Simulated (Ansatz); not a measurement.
Start from `O[SiH]1C=C1[SiH3]` and change one atom or group to get `O[SiH]1C=C1F`.

Ansatz, PBE0-D4/def2-TZVP geometries, multiplicity 1. Each molecule was computed in one conformer, which needn't be the lowest.

```json
{"property": "HOMO energy (B3LYP/def2-TZVPP) / eV", "`O[SiH]1C=C1[SiH3]`": "-6.83"}
{"property": "HOMO energy (ωB97M-V/def2-TZVPP) / eV", "`O[SiH]1C=C1[SiH3]`": "-9.17"}
{"property": "size of the dipole moment (B3LYP/def2-TZVPP) / D", "`O[SiH]1C=C1[SiH3]`": "1.18"}
{"property": "HOMO–LUMO gap (PBE/def2-TZVPP) / eV", "`O[SiH]1C=C1[SiH3]`": "3.93"}
{"property": "LUMO energy (ωB97M-V/def2-TZVPP) / eV", "`O[SiH]1C=C1[SiH3]`": "1.24"}
{"property": "HOMO–LUMO gap (B3LYP/def2-TZVPP) / eV", "`O[SiH]1C=C1[SiH3]`": "5.75"}
```

Question: What does the change do to each property? (An estimate is asked.)

Answer: The calculation gave: 
```json
{"property": "HOMO energy (B3LYP/def2-TZVPP) / eV", "`O[SiH]1C=C1F`": "-7.76", "shift": "-0.93"}
{"property": "HOMO energy (ωB97M-V/def2-TZVPP) / eV", "`O[SiH]1C=C1F`": "-10.19", "shift": "-1.02"}
{"property": "size of the dipole moment (B3LYP/def2-TZVPP) / D", "`O[SiH]1C=C1F`": "1.38", "shift": "0.20"}
{"property": "HOMO–LUMO gap (PBE/def2-TZVPP) / eV", "`O[SiH]1C=C1F`": "5.46", "shift": "1.53"}
{"property": "LUMO energy (ωB97M-V/def2-TZVPP) / eV", "`O[SiH]1C=C1F`": "1.96", "shift": "0.72"}
{"property": "HOMO–LUMO gap (B3LYP/def2-TZVPP) / eV", "`O[SiH]1C=C1F`": "7.42", "shift": "1.67"}
```

With PBE0 the HOMO falls by 0.93 eV and the LUMO rises by 0.79 eV, so the gap widens by about 1.72 eV. PBE moves the HOMO by -0.74 eV and ωB97M-V by -1.02 eV. Dipoles are sizes alone; their direction can turn.

B3LYP here is the variant with VWN-RPA as its local correlation; programs differ in this.
